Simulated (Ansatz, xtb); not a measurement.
**C6H8FP: which of two isomers lies lower**

Structure I: `CC1=CP(C)C=C1F`, a singlet. Structure II: `CC1=CC(C)=C(F)P1`, a singlet. Both are isolated molecules in the gas phase, relaxed with r2SCAN-D4/def2-SVP.

Quicker runs give these differences E(II) − E(I): GFN2-xTB −2.2 kJ/mol; HF/STO-3G +16.0 kJ/mol (at GFN2-xTB geometries); r2SCAN-D4/def2-SVP//GFN2-xTB +28.6 kJ/mol.

**Question.** Which of the two would you expect CCSD(T)/def2-SVP + ΔMP2/def2-TZVPP electronic energies to favour?

**Answer.** Structure I; the calculation gives E(II) − E(I) = +32.6 kJ/mol.

The same difference at several levels:

```csv
level,geometry,E(II) − E(I) (kJ/mol),departure from the last row (kJ/mol),"job, with rough time for the two"
GFN2-xTB,GFN2-xTB,−2.2,−34.8,"optimisation, 0.17 s"
HF/STO-3G,GFN2-xTB,+16.0,−16.6,"single point, 0.5 s"
r2SCAN-D4/def2-SVP//GFN2-xTB,GFN2-xTB,+28.6,−4.0,"single point, 4.7 s"
r2SCAN-D4/def2-SVP,r2SCAN-D4/def2-SVP,+28.0,−4.7,"optimisation, 52 s"
HF/def2-SVP,r2SCAN-D4/def2-SVP,+23.2,−9.4,part of the CCSD(T) run
MP2/def2-SVP,r2SCAN-D4/def2-SVP,+23.3,−9.3,part of the CCSD(T) run
CCSD(T)/def2-SVP,r2SCAN-D4/def2-SVP,+17.6,−15.0,single point
CCSD(T)/def2-SVP + ΔMP2/def2-TZVPP,r2SCAN-D4/def2-SVP,+32.6,,"single point, 2.2 min"
```

As drawn, II has 1 C–C, 1 P–H in place of 1 C–P, 1 C–H.

GFN2-xTB puts the two in the other order. The largest departure from CCSD(T)/def2-SVP + ΔMP2/def2-TZVPP is that of GFN2-xTB, 34.8 kJ/mol. The last row adds to CCSD(T) the change of the MP2 difference between the two basis sets, here +15.0 kJ/mol, a large step that makes the value less sure.

With thermal terms from frequencies at re-optimised GFN2-xTB minima (ideal gas, soft modes damped towards free rotors, one conformer each, 298.15 K, 1 atm): the zero-point term adds −2.8 kJ/mol; ΔH is +30.3 and ΔG +29.2 kJ/mol.

The correlated steps freeze 12 core orbitals. Codes used: Ansatz 0.2.0, xtb 6.7.1; the last row on 4 threads of Arm Neoverse V1 on a shared host.
